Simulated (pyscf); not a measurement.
**HN=Nb(OH)(Cl)–Cl (SMILES [NH]=[Nb]([OH])([Cl])[Cl]), singlet**

Gas-phase minimum from PySCF at ωB97X-D3(BJ)/def2-SVP, one conformer. HN=Nb(OH)(Cl)–Cl lies 14.5 kcal/mol over its isomer H₂N–Nb(=O)(Cl)–Cl (electronic energy, ωB97M-D3(BJ)/def2-TZVP). 

```xyz
7

N     -1.3569     0.0608     1.2978
Nb    -1.1392     0.1138    -0.4091
O     -0.1634    -1.4051    -0.9063
Cl     0.0407     2.0343    -0.9017
Cl    -3.2312     0.0836    -1.3813
H     -1.5055     0.0655     2.3032
H      0.2014    -2.1440    -0.4065
```
Charge 0, spin multiplicity 1.

Bonds (Å): N1–Nb2 1.722, N1–H6 1.016, Nb2–O3 1.873, Nb2–Cl4 2.307, Nb2–Cl5 2.307, O3–H7 0.964. Angles (°): Nb2–N1–H6 177.7, N1–Nb2–O3 107.7, N1–Nb2–Cl4 107.6, N1–Nb2–Cl5 107.6, O3–Nb2–Cl4 110.6, O3–Nb2–Cl5 110.5, Cl4–Nb2–Cl5 112.6, Nb2–O3–H7 133.0.

Properties at ωB97X-D3(BJ)/def2-SVP:

```yaml
harmonic_wavenumbers_unscaled: 104, 154, 155, 201, 248, 403, 422, 479, 505, 601, 652, 771, 1074, 3674, 3931 cm⁻¹
zero_point_energy: 19.1 kcal/mol
rotational_symmetry_number: 1
Entropy of this conformer at 298 K and 1 atm, rigid rotor and harmonic oscillator, modes under 100 cm⁻¹ raised to 100: 364.7 J/(mol K)
dipole_moment: 3.56 D
```

Single-point totals, which compare only within one level:

```csv
level,total energy (hartree)
ωB97X-D3(BJ)/def2-TZVP,-1108.93227
PBE/def2-TZVP,-1108.39125
r²SCAN/def2-TZVP,-1108.78944
B3LYP-D3(BJ)/def2-TZVP,-1108.93815
PBE0-D3(BJ)/def2-TZVP,-1108.42053
M06-2X/def2-TZVP,-1108.67598
ωB97M-D3(BJ)/def2-TZVP,-1108.95379
```

Soft torsions are taken as harmonic, which can shift the entropy by several J/(mol K). Elements past Kr carry the def2 core potentials, without spin-orbit coupling.
